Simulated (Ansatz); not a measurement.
`[OH][W]([OH])([F])([F])([F])[Cl]`, charge 0, multiplicity 1.

Question: Give a relaxed structure at PBE0-D4/def2-TZVP (the Gaussian-basis code of Ansatz). (Estimate.)

Answer: Computed: 
Cartesian coordinates in Å:
```
O 1.006 0.174 -1.321
W -0.199 -0.180 0.065
O 0.947 0.491 1.339
F 0.484 -1.884 0.278
F -0.955 1.520 -0.022
F -1.343 -0.664 -1.332
Cl -1.893 -0.796 1.497
H 0.807 0.001 -2.247
H 1.146 1.339 1.741
```
This is one stationary point; other conformers may exist.
